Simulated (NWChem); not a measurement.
**Total energies of HS2**

SMILES: [S]S
```xyz
3

S      0.4306     0.9351     0.0000
S     -0.4677    -0.8295     0.0000
H      0.5935    -1.6883     0.0000
```
Charge 0, spin multiplicity 2.

Everything below was run with NWChem. The geometry was optimised at UPBE0/def2-SVP, a minimum by its harmonic frequencies.

Basis set: cc-pVDZ (41 functions).

```tsv
method	total energy (Ha)	relative cost
UHF	-795.63273	1
UMP2	-795.87692	under 3
UB2PLYP	-796.68293	under 3
UPBE	-796.62381	under 3
UB3LYP	-796.99878	under 3
UTPSS	-797.01177	under 3
```

Total energies of different functionals aren't comparable as a measure of quality: only differences taken within one method are. Costs are rough ratios of processor time within this set of runs, SCF included, with UHF as 1.

The correlated methods keep 10 core orbitals frozen. B3LYP has NWChem's definition, with VWN1-RPA local correlation. The structure started from a generated list of species. The unpaired electrons of the parent sit in orbitals of symmetry a" (Cs labels of the run); other states weren't searched. No SCF solution was tested for a lower state. Open-shell Hartree-Fock references start from PBE0 orbitals; any time given for them includes that run.
